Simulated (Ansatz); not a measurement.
**Worked example: the step energy**

An elementary step of Si2NH9O, singlet (SiNH₅ ([NH2][SiH3]) + SiH₄O ([OH][SiH3]) → Si₂NH₇O ([NH2][SiH2][O][SiH3]) + H₂; Si–H, H–O broken or loosened, Si–O, H–H formed or tightened). “Start” and “end” are the PBE0-D4/def2-TZVP structures reached by relaxing down either side of its saddle point, with the molecules still in contact.

Computed with Ansatz 0.2.0 (basis: def2-TZVPP and def2-QZVPP); correlated methods freeze the cores.

Energies in eV:

| quantity | end | start |
| --- | --- | --- |
| Hartree–Fock, triple zeta (X = 3) | -19390.83341 | -19389.74009 |
| Hartree–Fock, quadruple zeta (X = 4) | -19391.55785 | -19390.43942 |
| MP2 correlation, X = 3 | -19.97341 | -19.93317 |
| MP2 correlation, X = 4 | -21.48341 | -21.43892 |
| CCSD(T) correlation, X = 3 | -22.08253 | -22.11044 |

(1) Work out the step energy at the basis limit: extrapolate Hartree–Fock as E(X) = E∞ + A exp(−7.88 √X) and the MP2 correlation as E(X) = E∞ + B X^−2.97 (the exponents that Neese and Valeev fitted for def2-TZVPP and QZVPP), then add CCSD(T) − MP2 in triple zeta.

The T1 diagnostic stays at or below 0.012.

Answers

(1) Each step is linear, so take the differences first (end − start): Hartree–Fock -1.09332 (X = 3) and -1.11843 (X = 4); MP2 correlation -0.04024 and -0.04449; CCSD(T) correlation 0.02791.
Two points give E∞ = E(4) + w [E(4) − E(3)], with w = 1/(exp(7.88 (2 − √3)) − 1) = 0.1377 for Hartree–Fock and w = 1/((4/3)^2.97 − 1) = 0.7407 for the correlation.
Hartree–Fock: -1.11843 + 0.1377 × (-0.02511) = -1.1219 eV.
MP2 correlation: -0.04449 + 0.7407 × (-0.00425) = -0.0476 eV.
CCSD(T) − MP2: 0.02791 − (-0.04024) = 0.0682 eV.
Sum: -1.1219 + (-0.0476) + 0.0682 = -1.1013 eV, or -25.40 kcal/mol. Plain CCSD(T) in triple zeta gives -1.0654 eV, so the larger basis shifts the result by -0.0359 eV.

Labels in which every atom is bracketed show which atoms are joined, not bond orders.

For scale, one of the runs: CCSD(T)/def2-TZVPP, 272 basis functions, launched by `ansatz run in.yaml --threads 8 --pin off --events-out ev --progress --plain --max-ram 19148MiB`. The run took 59 s on 8 CPU threads of an Intel Xeon Platinum 8259CL (shared host), with 6.9 GiB of host memory at its peak.
